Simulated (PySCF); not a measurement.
**What settings do to a single point of [Nd(O2)]+**

The sound run of [Nd(O2)]+ (singlet in the valence; each metal's 4f electrons, 3 of them, lie in its core potential, out of spins and levels) uses PySCF 2.14.0, RKS B3LYP, Nd lcecp-1-SVP with ECP49, O def2-SVP; non-relativistic Hamiltonian with scalar-relativistic core potentials where named; density fitting; no spin-orbit coupling, grid (50, 194), threshold 1e-8 Eh and 55 cycles, at the relaxed geometry:

```xyz
3

Nd    0.0000    0.0000   -0.2204
O     0.7440    0.0000    1.6642
O    -0.7440    0.0000    1.6642
```

There Nd1 has a Mulliken charge of 1.39 e and the dipole about the centre of mass is 7.91 D. Each run below changes one thing and starts from free metal ions and neutral atoms unless it says otherwise; with 55 cycles, smearing, a level shift and second-order steps follow where DIIS fails, and their cycles count. Energy shifts count from the sound run. On f atoms grids over 110 angular points are at least (60, 302).

```
                                                       change    outcome  cycles  energy shift (eV)  largest force component (eV/Å)  charge on Nd1 (e)  dipole about the centre of mass (D)
                                                grid (30, 86)  converged      10             0.0136                            0.65               1.39                                 7.92
start from a density of up to 30 smeared cycles (not counted)  converged       7             0.0000                            0.00               1.39                                 7.91
                          spin (2S) set to 3, limit 91 cycles    refused       –                  –                               –                  –                                    –
```

(1) How does the run with this change end: all coordinates × 1.12?

Forces carry noise of the integration grid, about 0.01 to 0.03 eV/Å.

An lcecp potential fixes the number of 4f electrons, so in runs with it no electron can move into or out of that shell.

Results:

(1) outcome converged, cycles 11, energy shift (eV) 1.17, largest force component (eV/Å) 6.03, charge on Nd1 (e) 1.51, dipole about the centre of mass (D) 9.42.
